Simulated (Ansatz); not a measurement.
Rb2Cl2. Charge 0, multiplicity 1. Geometry B3LYP-D4/def2-TZVP, basis def2-TZVP, Ansatz.

Cartesian coordinates in Å:
```
Rb -1.9053 -0.4100 -0.9134
Rb 1.9049 0.4094 0.9143
Cl 0.7988 -1.8508 -0.8344
Cl -0.7984 1.8514 0.8335
```

```
run  HOMO (eV)  LUMO (eV)
  A      -5.48      -0.61
  B      -6.51      -0.78
  C      -5.20      -1.28
  D      -9.27       0.16
  E      -5.05      -1.30
  F      -8.91       0.20
```

In the def2 sets Rb takes a core potential; there is no spin–orbit coupling. LC-ωPBE has ω = 0.4 bohr⁻¹. The structure comes from a short search, and lower isomers may exist.

**Question.** The runs used BLYP, LC-ωPBE, PBE, PBE0, r2SCAN, ωB97X-V. Estimate which is which.

**Answer.** A r2SCAN (0 % exact exchange); B PBE0 (25 % exact exchange); C PBE (0 % exact exchange); D LC-ωPBE (range-separated); E BLYP (0 % exact exchange); F ωB97X-V (range-separated). Exact exchange lowers occupied and raises empty levels; among semilocal functionals meta-GGAs tend to open the gap a little, and such runs are hard to tell apart. The gap grows from 3.75 eV (BLYP) to 9.44 eV (LC-ωPBE).
